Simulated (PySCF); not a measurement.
Species: [(F)3Hf]2NH (singlet state).
Geometry (PBE0-D3(BJ)/def2-SVP, Å), atoms numbered from 1 in this order:
```xyz
10
F6HHf2N angstrom
Hf     0.9189    1.2512    1.0262
F      2.4902    0.2154    0.7023
F      1.0806    3.0919    0.5437
F      0.3409    1.1215    2.8445
N     -0.5084    0.4338   -0.1790
Hf    -0.6996   -1.4381   -0.9594
F     -2.5625   -1.8611   -0.9811
F     -0.0266   -1.4353   -2.7491
F      0.3543   -2.5364    0.1942
H     -1.2632    1.0803   -0.4378
```

The calculation used PySCF 2.14.0, PBE0-D3(BJ)/def2-SVP geometry optimisation, gas phase, def2 core potentials past Kr.

Task: Which atoms are bound to Hf1, and at what distances?

Result: 4 atoms: F2 1.910 Å, F3 1.910 Å, F4 1.912 Å, N5 2.039 Å. The nearest atom not counted as bound is H10, at 2.63 Å.

Task: List the angles at Hf1.

Result: 
```tsv
angle	degrees	distance of the outer atoms (Å)
F2–Hf1–F3	114.2	3.21
F2–Hf1–F4	111.9	3.17
F3–Hf1–F4	109.3	3.12
F4–Hf1–N5	108.9	3.21
F3–Hf1–N5	107.2	3.18
F2–Hf1–N5	105.0	3.13
```

Task: What is the shape at Hf1?

Result: Distorted tetrahedral: angles from 105.0° to 114.2°; τ4 = (360° − α − β)/141° = 0.95 with α and β the two widest (0 for a square, 1 for a tetrahedron).

Task: Give some angles away from the centre.

Result: Hf1–N5–Hf6 131.3°, N5–Hf6–F9 104.2°, F7–Hf6–F9 114.7°.

Charge 0, singlet. Stationary, but not proved a minimum.
